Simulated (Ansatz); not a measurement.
Two isomers of C2H6BN: A = `BCC=N`, B = `[BH3-][N+]#CC`.

Isolated molecules relaxed with PBE0-D4/def2-TZVP in Ansatz; ΔE leaves out vibrations. CCSD(T)/CBS adds triple-zeta CCSD(T) − MP2 to the extrapolated MP2 energy (def2 sets, frozen cores). This one scheme is used for every species. DFT in def2-TZVPP. One conformer a species, not always the lowest.

(1) Which isomer does CCSD(T)/CBS put lower? Give the gap. (An estimate is asked.)

(2) Give E(B) − E(A) in kcal/mol with HF/def2-TZVPP, CCSD(T)/def2-SVP, PBE0-D4, CCSD/def2-TZVPP, LDA (SPW92), B2PLYP, CCSD(T)/def2-TZVPP. (Estimate.)

(3) Does the order hold for the free energy at 298.15 K (harmonic terms from PBE0-D4)? (Estimate.)

Largest T1 diagnostic: 0.013.

## Answers

(1) The calculation gave: B, by 9.4 kcal/mol.

(2) Ansatz gave: HF/def2-TZVPP -4.3, CCSD(T)/def2-SVP -13.7, PBE0-D4 -10.3, CCSD/def2-TZVPP -9.6, LDA (SPW92) -15.9, B2PLYP -12.6, CCSD(T)/def2-TZVPP -10.6. None reverses the order clearly.

(3) The calculation gave: Yes: G(B) − G(A) = -10.8 kcal/mol, for one conformer each. Modes under 60 cm⁻¹, often nearly free rotors, make the harmonic entropy too high.

From PBE to PBE0 (25 % exact exchange), in def2-TZVPP and without D4, E(B) − E(A) moves by +3.5 kcal/mol. At CCSD(T), def2-SVP lies −4.3 kcal/mol from the extrapolated value and def2-TZVPP −1.2 kcal/mol.
